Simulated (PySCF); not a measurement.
A GIAO shielding run with PySCF (density fitting, non-relativistic, gas phase) on `CC#C[Si@@H](Cl)SC(C)=S`, C5H7ClS2Si:

```
$ OMP_NUM_THREADS=1 python probes_run.py task.json out

{"job": {"kind": "nmr", "xc": "PBE0", "basis": "pcSseg-1"}, "charge": 0, "multiplicity": 1}
C      2.850897    -2.024911    -0.097350
C      2.132926    -0.809596    -0.378956
C      1.542706     0.215536    -0.619936
Si     0.573419     1.736405    -0.948800
Cl     0.972238     2.428982    -2.800877
S     -1.552248     1.129495    -1.059160
C     -1.821558     0.650161     0.578448
C     -3.191919     0.140881     0.862161
S     -0.667658     0.727307     1.734821
H      2.237365    -2.678402     0.522029
H      3.772641    -1.793737     0.435329
H      3.096319    -2.537245    -1.027132
H      0.651638     2.812507     0.019738
H     -3.942577     0.804067     0.434440
H     -3.317174    -0.839226     0.399426
H     -3.344613     0.046721     1.934407
```

Hardware: 1 thread of an Arm Neoverse N1, shared host. The job also computes population analyses, field gradients.

Q: How large is the calculation?

A: 100 electrons, 216 basis functions and 1213 auxiliary functions.

Q: How long does it take, and how much memory does it need?

A: 110 s of wall time, with 15 SCF cycles and 5 response iterations; peak memory 0.98 GiB. Times on a shared host scatter by some tens of per cent.
